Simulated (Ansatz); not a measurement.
A nudged elastic band was laid between two geometries of a periodic cell of 13 atoms, Ir₁₂O (surface Ir(111), adsorbate O).

All numbers below come from Ansatz 0.2.0, DFT PBE, scalar-relativistic, plane waves, PAW. Settings: cutoff 420 eV, k mesh 4x4x1, gaussian smearing 0.05 eV, no spin polarisation.

| Property | Result |
| --- | --- |
| movable images | 3 |
| climbing image | yes |
| spring | 5.0 eV/Å² |
| optimiser | fire |
| start path | IDPP |
| force threshold | 0.05 eV/Å |
| iteration limit | 80 |
| end points | relaxed |
| atoms held | 1 to 4 |

First end point:

```xyz
13
Lattice="5.4306 0.0000 0.0000 2.7153 4.7030 0.0000 0.0000 0.0000 15.4340" Properties=species:S:1:pos:R:3
Ir 1.358 0.784 1.000
Ir 4.073 0.784 1.000
Ir 2.715 3.135 1.000
Ir 5.431 3.135 1.000
Ir -0.004 1.570 3.164
Ir 2.719 1.570 3.164
Ir 1.358 3.919 3.290
Ir 4.073 3.915 3.164
Ir -0.007 -0.004 5.443
Ir 2.723 -0.004 5.444
Ir 1.358 2.360 5.444
Ir 4.073 2.352 5.368
O 1.358 0.784 6.797
```

Last end point:

Only the atoms that move by more than 0.05 Å are listed.
```
Ir7 1.358 3.915 3.164
Ir8 4.073 3.919 3.290
Ir11 1.358 2.352 5.368
Ir12 4.073 2.360 5.444
O13 4.073 0.784 6.797
```

Problem. What changes between the two ends?

Solution. The atom that moves furthest is O13, by 2.72 Å; four of its nearest neighbours are Ir11 2.08, Ir10 2.08, Ir9 2.08, Ir12 3.45 Å at the first end and Ir12 2.08, Ir9 2.08, Ir10 2.08, Ir11 3.45 Å at the last.

Problem. What energy profile does the band end with?

Solution. The run converged. The highest image is number 1 of 0 to 4, 0.47 eV above the ends, which have the same energy within 2 meV. The profile has 2 maxima (images 1, 3) with wells between them (image 2): this band takes more than one step, which may be the mechanism or a detour left from its start path. By the program's own check the climbing image is of a kind that is not told: the force calls were inconclusive, a negative curvature could not be distinguished from the path's own, the only one lies far off the path, or fixed occupations may fill a level only in part (lowest curvatures found: -1.79 and 1.01 eV/Å²). Limits of this set-up: coarse k mesh, thin slab, slab without dipole correction, a typed lattice constant that wasn't relaxed here.

```csv
image,path coordinate (Å),energy (eV),Ir11–O13 (Å),Ir12–O13 (Å)
0,0.00,0.00,2.08,3.45
1,0.88,0.47,2.00,2.74
2,1.67,0.17,2.06,2.06
3,2.47,0.46,2.85,2.00
4,3.26,0.00,3.45,2.08
```

Problem. What is the geometry of the highest image?

Solution. 
```xyz
13
Lattice="5.4306 0.0000 0.0000 2.7153 4.7030 0.0000 0.0000 0.0000 15.4340" Properties=species:S:1:pos:R:3
Ir 1.358 0.784 1.000
Ir 4.073 0.784 1.000
Ir 2.715 3.135 1.000
Ir 5.431 3.135 1.000
Ir -0.018 1.562 3.194
Ir 2.705 1.563 3.135
Ir 1.328 3.904 3.250
Ir 4.058 3.909 3.194
Ir -0.057 -0.030 5.354
Ir 2.664 -0.010 5.454
Ir 1.320 2.318 5.454
Ir 4.047 2.340 5.365
O 2.094 1.213 6.927
```

Run time: 21 min on 4 threads of INTEL(R) XEON(R) PLATINUM 8581C CPU @ 2.30GHz (Emerald Rapids) (shared host), peak memory 2.5 GiB.
